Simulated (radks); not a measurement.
The nuclear charge of neutral strontium is varied continuously with 38 electrons held in [Kr] 5s2. Calculated with a radial shooting solver on a logarithmic mesh with Libxc functionals: non-relativistic Kohn-Sham, TPSS, spin-polarised, spherical densities, point nucleus; meta-GGA in the generalised Kohn-Sham scheme; relativity is left out, which matters for an element this heavy. By the Hellmann-Feynman theorem dE/dZ = E(electron-nucleus)/Z, the electronic potential at the nucleus.

| Z | E (hartree) | E(electron-nucleus)/Z (hartree) | HOMO | e(HOMO) (eV) | <r> HOMO (bohr) |
|---|---|---|---|---|---|
| 37.75 | -3084.29937 | -194.892 | 5s | -2.156 | 4.814 |
| 38 | -3133.23302 | -196.576 | 5s | -3.483 | 4.451 |
| 38.25 | -3182.58715 | -198.256 | 5s | -4.958 | 4.166 |
| 38.5 | -3232.36094 | -199.934 | 5s | -6.566 | 3.932 |

The central difference of E at Z = 38 is -196.576 hartree, to compare with the third column; the second derivative is -6.73 hartree.
